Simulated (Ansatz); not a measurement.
Relaxation of C2H9AlBN (14 atoms, charge 0, multiplicity 1), to a largest force component of 0.015 eV/Å in at most 40 steps.

All numbers below come from RKS PBE-D4/6-31G* in Ansatz.

```xyz
14
Properties=species:S:1:pos:R:3:forces:R:3
B -0.646 0.875 2.124 -1.92 -0.03 -1.95
N -0.518 -0.076 0.964 -0.98 0.40 0.81
C 0.675 0.242 0.203 2.76 -0.28 0.92
C 0.924 -0.678 -0.994 -2.81 -0.63 -0.01
Al -0.584 -0.408 -2.380 -0.69 0.15 1.94
H 0.126 1.028 2.957 1.43 -0.09 1.20
H -1.642 1.588 2.169 0.24 -0.18 -0.04
H -0.362 -1.000 1.395 0.09 -0.19 -0.18
H 1.607 0.127 0.910 -0.79 0.41 -0.86
H 0.690 1.295 -0.122 -0.29 0.12 0.05
H 0.817 -1.749 -0.640 0.41 0.64 -0.49
H 1.845 -0.490 -1.468 1.89 0.08 -0.37
H -1.577 0.901 -2.192 0.58 -0.07 -0.44
H -1.367 -1.683 -2.897 0.08 -0.33 -0.57
```

Question: Where does it end, and by what steps?

Answer: The forces met the threshold. After 25 steps the energy has fallen by 2.378 eV; H6 moved furthest, 2.08 Å. Joined: N2–Al5.

| step | energy less start (eV) | largest force component (eV/Å) | accepted |
| --- | --- | --- | --- |
| 0 | 0.0000 | 2.810 | yes |
| 1 | -0.6008 | 1.420 | yes |
| 2 | -0.7932 | 0.324 | yes |
| 3 | -0.9151 | 0.536 | yes |
| 4 | -1.0417 | 0.341 | yes |
| 5 | -1.1781 | 0.285 | yes |
| 6 | -1.3066 | 0.297 | yes |
| 7 | -1.4228 | 0.250 | yes |
| 8 | -1.5371 | 0.434 | yes |
| 9 | -1.6532 | 0.575 | yes |
| 10 | -1.8007 | 0.847 | yes |
| 11 | -1.9708 | 0.835 | yes |
| 12 | -2.1156 | 0.666 | yes |
| 13 | -2.2311 | 0.325 | yes |
| 14 | -2.2965 | 0.210 | yes |
| 15 | -2.3289 | 0.423 | yes |
| 16 | -2.3412 | 0.411 | yes |
| 17 | -2.3711 | 0.308 | yes |
| 18 | -2.3710 | 0.392 | no |
| 19 | -2.3739 | 0.168 | yes |
| 20 | -2.3770 | 0.075 | yes |
| 21 | -2.3775 | 0.034 | yes |
| 22 | -2.3780 | 0.024 | yes |
| 23 | -2.3783 | 0.025 | yes |
| 24 | -2.3784 | 0.016 | yes |
| 25 | -2.3785 | 0.010 | yes |

```xyz
14
Properties=species:S:1:pos:R:3
B -1.042 0.913 1.358
N -0.254 -0.186 0.922
C 1.148 -0.130 0.387
C 1.106 -0.560 -1.091
Al -0.848 -0.159 -1.321
H -0.575 2.018 1.272
H -2.145 0.683 1.780
H -0.573 -1.139 1.129
H 1.796 -0.743 1.040
H 1.464 0.921 0.491
H 1.329 -1.635 -1.205
H 1.828 0.003 -1.703
H -1.340 1.349 -1.597
H -1.911 -1.365 -1.433
```

Run time: 62 s on 2 threads of Intel(R) Xeon(R) 6975P-C (Granite Rapids), with other jobs on the host, peak memory 0.17 GiB.
